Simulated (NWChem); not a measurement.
System: AlH3O; SMILES [OH][AlH2]

Here is an NWChem input.

```
start job
memory heap 200 mb stack 900 mb global 1100 mb
geometry units angstroms noautoz
  Al     0.000000    -0.041478     0.560585
  H      0.000000     1.407140     1.213375
  H     -0.000000    -1.391714     1.381931
  O      0.000000    -0.218320    -1.134265
  H     -0.000000     0.490778    -1.778987
end
basis spherical
  * library def2-svp
end
dft
  xc xpbe96 cpbe96
  iterations 150
  vectors input atomic output neutral.movecs
end
task dft energy
charge 1
dft
  odft
  mult 2
  vectors input atomic output cation.movecs
end
task dft energy
```

Output (shortened):

```
             Northwest Computational Chemistry Package (NWChem) 7.3.0
             --------------------------------------------------------

 CS  symmetry detected

                             Geometry "geometry" -> ""
                             -------------------------

 Output coordinates in angstroms (scale by  1.889725989 to convert to a.u.)

  No.       Tag          Charge          X              Y              Z
 ---- ---------------- ---------- -------------- -------------- --------------
    1 Al                  13.0000    -0.00680696     0.60185867     0.00000000
    2 H                    1.0000     1.39589114     1.34822784     0.00000000
    3 H                    1.0000    -1.40799189     1.33290403     0.00000000
    4 O                    8.0000    -0.07213937    -1.10093940     0.00000000
    5 H                    1.0000     0.67770624    -1.69777940     0.00000000

 Effective nuclear repulsion energy (a.u.)      51.7721142948

      Symmetry information
      --------------------

 Group name             Cs
 Group number              2
 Group order               2
 No. of unique centers     5

  pbe96 is a nonlocal functional; adding pw91lda local functional.

                                 NWChem DFT Module
                                 -----------------

 Summary of "ao basis" -> "ao basis" (spherical)
 ------------------------------------------------------------------------------
       Tag                 Description            Shells   Functions and Types
 ---------------- ------------------------------  ------  ---------------------
 Al                         def2-svp                 8       18   4s3p1d
 H                          def2-svp                 3        5   2s1p
 O                          def2-svp                 6       14   3s2p1d

      Symmetry analysis of basis
      --------------------------

        a'         35
        a"         12

            General Information
            -------------------
          SCF calculation type: DFT
          Wavefunction type:  closed shell.
          No. of atoms     :     5
          No. of electrons :    24
           Alpha electrons :    12
            Beta electrons :    12
          Charge           :     0
          Spin multiplicity:     1
          Use of symmetry is: on ; symmetry adaption is: on
          Maximum number of iterations: 150
          AO basis - number of functions:    47
                     number of shells:    23
          Convergence on energy requested:  1.00D-06
          Convergence on density requested:  1.00D-05
          Convergence on gradient requested:  5.00D-04

              XC Information
              --------------
          PerdewBurkeErnzerhof Exchange Functional  1.000
            Perdew 1991 LDA Correlation Functional  1.000 local
           PerdewBurkeErnz. Correlation Functional  1.000 non-local

             Grid Information
             ----------------
          Grid used for XC integration:  medium
          Radial quadrature: Mura-Knowles
          Angular quadrature: Lebedev.
          Tag              B.-S. Rad. Rad. Pts. Rad. Cut. Ang. Pts.
          ---              ---------- --------- --------- ---------
          Al                  1.25       88           8.0       590
          H                   0.35       45          10.0       434
          O                   0.60       49           8.0       434
          Grid pruning is: on
          Number of quadrature shells:   272
          Spatial weights used:  Erf1

      Superposition of Atomic Density Guess
      -------------------------------------

 Sum of atomic energies:        -317.98040811

      Non-variational initial energy
      ------------------------------

 Total energy =    -318.229411
 1-e energy   =    -543.520324
 2-e energy   =     173.518799
 HOMO         =      -0.357675
 LUMO         =       0.006761

      Symmetry analysis of molecular orbitals - initial
      -------------------------------------------------

  Numbering of irreducible representations:

     1 a'          2 a"

  Orbital symmetries:

     1 a'          2 a'          3 a'          4 a'          5 a'
     6 a"          7 a'          8 a'          9 a'         10 a"
    11 a'         12 a'         13 a"         14 a'         15 a'
    16 a'         17 a'         18 a'         19 a'         20 a"
    21 a'         22 a"

   convergence    iter        energy       DeltaE   RMS-Dens  Diis-err
 ---------------- ----- ----------------- --------- --------- ---------
 d= 0,ls=0.0,diis     1   -319.0529910317 -3.71D+02  3.97D-02  5.90D-01
 d= 0,ls=0.0,diis     2   -318.5159172686  5.37D-01  3.09D-02  5.28D+00
 d= 0,ls=0.0,diis     3   -319.1204752493 -6.05D-01  2.67D-03  1.51D-02
 d= 0,ls=0.0,diis     4   -319.1223723486 -1.90D-03  4.93D-04  1.30D-03
 d= 0,ls=0.0,diis     5   -319.1225117191 -1.39D-04  8.74D-05  3.00D-05
  Resetting Diis
 d= 0,ls=0.0,diis     6   -319.1225150530 -3.33D-06  2.68D-05  1.37D-06
 d= 0,ls=0.0,diis     7   -319.1225152575 -2.05D-07  1.02D-05  4.31D-08
 d= 0,ls=0.0,diis     8   -319.1225152516  5.85D-09  5.25D-06  1.12D-07

         Total DFT energy =     -319.122515251627
      One electron energy =     -545.523251300696
           Coulomb energy =      202.764046736750
    Exchange-Corr. energy =      -28.135424982497
 Nuclear repulsion energy =       51.772114294817

 Numeric. integr. density =       23.999996584770

                  Occupations of the irreducible representations
                  ----------------------------------------------

                     irrep           alpha         beta
                     --------     --------     --------
                     a'               10.0         10.0
                     a"                2.0          2.0

                       DFT Final Molecular Orbital Analysis
                       ------------------------------------

[...]
```

Level: PBE/def2-SVP, vertical spin-unrestricted ions. The geometry was optimised at PBE0/def2-SVP.
